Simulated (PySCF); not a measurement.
C2H6OSi2. Atoms are numbered in the order given.

```xyz
11

C      0.5513     2.6120     0.3525
C      0.8341     1.4360     0.4760
Si     1.1190    -0.3905     0.5891
Si    -0.9219    -1.2097    -0.2112
O     -1.4044    -0.1244    -1.3883
H      0.3213     3.6604     0.2559
H      1.4321    -0.7553     1.9998
H      2.2773    -0.7429    -0.2801
H     -0.8181    -2.5516    -0.8438
H     -1.8901    -1.2932     0.9245
H     -1.1591     0.7925    -1.2120
```
Charge 0, spin multiplicity 1.

The structure is a stationary point at ωB97X-D3(BJ)/def2-SVP. The structure was generated by enumeration, and PubChem lists no compound with its InChIKey, so it may never have been made. The values are those of a single conformer.

All values below come from TDDFT-PBE/def2-SVPD (PySCF).

Vertical excitations. The molecule is in vacuum.

Computed UV-visible absorptions:
```
state  energy (eV)  λ (nm)      f                                                             main pairs
-----  -----------  ------  -----  ---------------------------------------------------------------------
S1            5.34     232  0.025                                       HOMO→LUMO 67 %, HOMO→LUMO+1 28 %
S2            5.42     229  0.021                                       HOMO→LUMO+1 67 %, HOMO→LUMO 24 %
S3            5.83     213  0.001                                                       HOMO−1→LUMO 85 %
S4            5.84     212  0.018                                     HOMO→LUMO+2 72 %, HOMO−2→LUMO 19 %
S5            6.02     206  0.028                                   HOMO−2→LUMO 67 %, HOMO−1→LUMO+1 13 %
S6            6.11     203  0.001                                 HOMO−2→LUMO+1 75 %, HOMO−1→LUMO+1 20 %
S7            6.36     195  0.019                                                     HOMO−1→LUMO+2 66 %
S8            6.40     194  0.036                                   HOMO−3→LUMO 65 %, HOMO−1→LUMO+2 20 %
S9            6.50     191  0.000                HOMO−2→LUMO+2 44 %, HOMO−3→LUMO+1 41 %, HOMO→LUMO+3 7 %
S10           6.51     191  0.018              HOMO−2→LUMO+2 41 %, HOMO−3→LUMO+1 40 %, HOMO−1→LUMO+2 7 %
T1            4.69     265      0                                                         HOMO→LUMO 77 %
T2            4.98     249      0                   HOMO→LUMO+1 65 %, HOMO→LUMO 12 %, HOMO−1→LUMO+1 11 %
T3            5.10     243      0  HOMO−1→LUMO+1 42 %, HOMO→LUMO+1 17 %, HOMO−1→LUMO 16 %, HOMO→LUMO 7 %
T4            5.36     231      0                 HOMO→LUMO+2 57 %, HOMO−1→LUMO+1 21 %, HOMO−2→LUMO 10 %
```
Triplets are in the Tamm–Dancoff approximation, which puts them higher than full response would, so one can lie above its singlet here.
